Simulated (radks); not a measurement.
Values are calculated unless marked as measured or tabulated.
Coulomb parameter of the 3d shell of neutral iron in the model configuration [Ar] 3d6.5 4s1.5, as a second difference U = [E(n + 0.25) + E(n - 0.25) - 2 E(n)] / (0.25)^2 with all orbitals relaxed. "Bare": the charge of the atom changes with n. "Screened": the 4s shell takes up the change at fixed total charge, which measures U(3d,3d) + U(4s,4s) - 2 U(3d,4s). Code: a radial shooting solver on a logarithmic mesh with Libxc functionals. Model: scalar-relativistic Kohn-Sham, PBEsol, spin-unpolarised, spherical densities, finite nucleus; Fermi nuclear charge, rms radius 3.7377 fm.

case                 configuration  E - E(n) (eV)
start             [Ar] 3d6.5 4s1.5          0.000
bare +0.25       [Ar] 3d6.75 4s1.5         -1.046
bare -0.25       [Ar] 3d6.25 4s1.5          1.733
screened +0.25  [Ar] 3d6.75 4s1.25         -0.108
screened -0.25  [Ar] 3d6.25 4s1.75          0.274

U(bare) = 10.998 eV, U(screened by 4s) = 2.647 eV, against the Slater integral F0(3d,3d) = 21.610 eV with frozen orbitals. The step up makes a negative ion, whose loosely bound charge lowers the bare value.
